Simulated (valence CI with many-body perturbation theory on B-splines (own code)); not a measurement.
Cr19+: E2, M1, M2 decay

Level of theory: valence CI with perturbative core correlation (CI+MBPT): three valence electrons over a frozen Dirac-Fock core [He], a basis of 11 s, 11 p, 9 d, 7 f, 5 g, 2 h, 1 i functions for each j, with the one-electron correlation potential Σ1 (screened to all orders), the two-electron term Σ2, the three-electron term Σ3, Breit, model QED; selected single and double excitations, second order for the rest (own B-spline code, finite nucleus).

No measured spectrum was set against this ion. As an estimate, levels of excited configurations hold to 0.05 to 0.15 % of their energy, terms of the ground configuration to about 0.5 %.

Lines 1 to 8 of 8 in falling wavelength, among levels below 982.33 eV, chosen from the decays that carry over 1 % of a level's rate. Wavelengths and rates use the calculated energies, so an error of 600 cm⁻¹ moves a line at 14.98 Å by 0.009 % and its rate by three times that or more. Electric multipoles are in the length gauge, E1 and E2 with the static RPA response of the core. Weak lines are less certain than strong ones. Lines between different terms over intervals too small for the method are left out, as are lines whose strength nearly cancels.

| λ vac (Å) | Upper | Lower | Type | A (s⁻¹) | Branch % |
| --- | --- | --- | --- | --- | --- |
| 1205 | 2s2.2p 2P°_3/2 | 2s2.2p 2P°_1/2 | M1 | 5.14e+03 | 100.0 |
| 14.98 | 2s.2p.3p 4D_7/2 | 2s.2p2 2D_5/2 | E2 | 4.26e+07 | 1.2 |
| 14.70 | 2s.2p.3d 4F°_9/2 | 2s.2p2 2D_5/2 | M2 | 5.79e+06 | 1.4 |
| 14.64 | 2s2.3p 2P°_1/2 | 2s2.2p 2P°_3/2 | E2 | 2.25e+09 | 1.4 |
| 14.61 | 2s.2p.3p 4D_5/2 | 2s.2p2 4P_5/2 | E2 | 1.01e+09 | 4.0 |
| 14.50 | 2s.2p.3p 4D_7/2 | 2s.2p2 4P_5/2 | E2 | 1.34e+09 | 38.8 |
| 14.45 | 2s.2p.3p 4D_5/2 | 2s.2p2 4P_1/2 | E2 | 1.14e+09 | 4.5 |
| 14.42 | 2s.2p.3p 4D_7/2 | 2s.2p2 4P_3/2 | E2 | 9.36e+08 | 27.1 |
